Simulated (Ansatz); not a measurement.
The cluster Al₄H₇⁻. Total charge -1; singlet. Geometry PBE0-D4/def2-SVPD.

| atom | x (Å) | y (Å) | z (Å) |
| --- | --- | --- | --- |
| Al1 | -0.065 | 0.312 | 0.393 |
| Al2 | 0.294 | -2.382 | -3.830 |
| Al3 | 0.386 | -0.871 | -1.732 |
| Al4 | 0.083 | 1.763 | 2.593 |
| H5 | -0.942 | 0.303 | -1.069 |
| H6 | 0.538 | 0.698 | 3.727 |
| H7 | 0.550 | -2.621 | -2.069 |
| H8 | -1.435 | 2.309 | 2.774 |
| H9 | 0.144 | -1.361 | 0.017 |
| H10 | 1.169 | 2.926 | 2.292 |
| H11 | -0.721 | -1.077 | -3.096 |

The structure comes from a short search, and lower isomers may exist.

**Question.** Estimate the orbital energies around the gap (eV) in Ansatz with PBE-D4/def2-TZVPD, BLYP-D4/def2-TZVPD, r2SCANh-D4/def2-TZVPD, PBE0-D4/def2-SVPD, CAM-B3LYP-D4/def2-TZVPD.

**Answer.** 
| orbital | PBE-D4/def2-TZVPD | BLYP-D4/def2-TZVPD | r2SCANh-D4/def2-TZVPD | PBE0-D4/def2-SVPD | CAM-B3LYP-D4/def2-TZVPD |
| --- | --- | --- | --- | --- | --- |
| HOMO−9 | -8.94 | -8.70 | -10.12 | -10.71 | -12.34 |
| HOMO−8 | -7.48 | -7.27 | -8.55 | -9.09 | -10.59 |
| HOMO−7 | -6.08 | -5.90 | -6.96 | -7.53 | -9.16 |
| HOMO−6 | -4.96 | -4.79 | -5.86 | -6.31 | -7.68 |
| HOMO−5 | -3.61 | -3.47 | -4.40 | -4.79 | -6.07 |
| HOMO−4 | -2.99 | -2.87 | -3.71 | -4.15 | -5.54 |
| HOMO−3 | -2.96 | -2.85 | -3.68 | -4.12 | -5.52 |
| HOMO−2 | -2.71 | -2.53 | -3.20 | -3.61 | -4.83 |
| HOMO−1 | -1.96 | -1.80 | -2.44 | -2.83 | -3.97 |
| HOMO | -1.36 | -1.13 | -1.77 | -2.04 | -2.90 |
| LUMO | 0.20 | 0.44 | 0.40 | 0.75 | 1.69 |
| LUMO+1 | 1.75 | 1.91 | 2.27 | 2.44 | 2.97 |
| LUMO+2 | 1.91 | 2.09 | 2.33 | 2.60 | 3.31 |
| LUMO+3 | 2.03 | 2.21 | 2.48 | 2.68 | 3.36 |
| LUMO+4 | 2.36 | 2.45 | 2.96 | 2.94 | 3.59 |
| LUMO+5 | 2.60 | 2.77 | 3.10 | 3.39 | 3.65 |
